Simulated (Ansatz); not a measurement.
The cluster Ru3H3⁺. Total charge 1; singlet. Geometry PBE0-D4/def2-TZVP, basis def2-TZVP, Ansatz.

```xyz
6

Ru    0.343    0.789   -0.538
Ru   -0.061   -1.282   -0.912
Ru    0.390    0.021    1.460
H     1.481   -1.467   -0.892
H    -1.089    0.458    1.534
H    -1.064    1.482   -0.652
```

| run | HOMO (eV) | LUMO (eV) |
| --- | --- | --- |
| A | -9.77 | -9.45 |
| B | -10.85 | -8.70 |
| C | -9.52 | -9.37 |
| D | -10.26 | -9.16 |
| E | -9.59 | -9.48 |

In the def2 sets Ru takes a core potential; there is no spin–orbit coupling. No other spin state of charge 1 was run. Another isomer (quintet) lies 1.71 eV lower at PBE0-D4/def2-TZVP; other spin states weren't run for this one.

Problem. The runs used BLYP, PBE, PBE0, r2SCAN, r2SCANh. Estimate which is which.

Solution. A r2SCAN (0 % exact exchange); B PBE0 (25 % exact exchange); C BLYP (0 % exact exchange); D r2SCANh (10 % exact exchange); E PBE (0 % exact exchange). Exact exchange lowers occupied and raises empty levels; among semilocal functionals meta-GGAs tend to open the gap a little, and such runs are hard to tell apart. The gap grows from 0.11 eV (PBE) to 2.15 eV (PBE0). The restricted singlet is unstable towards broken spin symmetry in Hartree–Fock (as tested in another run); at r2SCAN-D4/def2-TZVP, PBE0-D4/def2-TZVP, BLYP-D4/def2-TZVP, r2SCANh-D4/def2-TZVP and others this wasn't settled.
